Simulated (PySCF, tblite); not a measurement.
Isomers of C4H2NOP, one GFN2-xTB conformer each. Single-point energies are computed at PBE0/pcSseg-1 (PySCF, gas phase, no added dispersion term), electronic only.

Task: Rank them by PBE0/pcSseg-1 energy, lowest first (kcal/mol).
A. `N#Cc1cocp1`
B. `N#Cc1occp1`

Result: A (0.0), B (1.6).

Neighbours under 2.5 kcal/mol apart (N#Cc1cocp1 and N#Cc1occp1) can change places with a better method, another conformer or zero-point energy. GFN2-xTB itself gives, in the same order: 0.0, 0.2. Both levels put the same isomer lowest.

Task: Which frontier levels, dipoles and rotational constants go with these structures?

Result: 
```csv
SMILES,"HOMO (eV, PBE0/pcSseg-1)",LUMO (eV),dipole (D),"A, B, C (MHz)"
N#Cc1cocp1,-7.79,-1.66,4.36,"5170, 1828, 1350"
N#Cc1occp1,-7.58,-2.40,4.97,"5150, 1901, 1388"
```

Task: What happens when harmonic zero-point energies from GFN2-xTB frequencies are added?

Result: 
```tsv
SMILES	ZPE (kcal/mol)	electronic (kcal/mol)	with ZPE (kcal/mol)
N#Cc1cocp1	32.3	0.0	0.0
N#Cc1occp1	32.3	1.6	1.6
```

The zero-point energies span 0.0 kcal/mol. The order is unchanged.

Task: As an exercise, what shares would exp(−E/RT) give at 500 K from these electronic energies alone (no entropy, no degeneracies)?

Result: RT = 0.994 kcal/mol: N#Cc1cocp1 83.0 %, N#Cc1occp1 17.0 %.
